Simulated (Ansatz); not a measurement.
Cartesian coordinates in Å:
```
C -1.2319 1.6487 -0.8053
N -0.2919 0.7880 -0.7611
C 0.0507 0.2138 0.4360
Si 1.2852 -1.0113 0.4937
Zn 0.0262 -3.4721 -0.2045
H -1.7918 1.9611 0.0854
H -1.4915 2.1028 -1.7579
H -0.5528 0.4381 1.3244
H 1.7552 -1.4973 1.8114
H 2.2427 -1.1718 -0.6222
```

The species carries charge 0 and has multiplicity 1. The bonds changed during the relaxation, so this is another structure than the one it started from.

List the ωB97M-V/def2-TZVPP orbital energies in eV (Ansatz 0.2.0). (Best estimate.)

Computed: Occupied: -9464.84, -1807.06, -1155.99, -1016.40, -1016.40, -1016.40, -394.68, -282.10, -281.72, -148.19, -135.80, -102.36, -102.28, -102.23, -91.12, -91.11, -91.11, -28.49, -22.10, -18.72, -17.15, -16.39, -16.39, -16.37, -16.37, -16.36, -15.64, -15.01, -12.78, -12.47, -12.10, -9.81, -9.51, -7.23. Lowest empty: -0.61, 0.64, 0.71, 2.03, 2.57, 2.90, 3.27, 3.69.
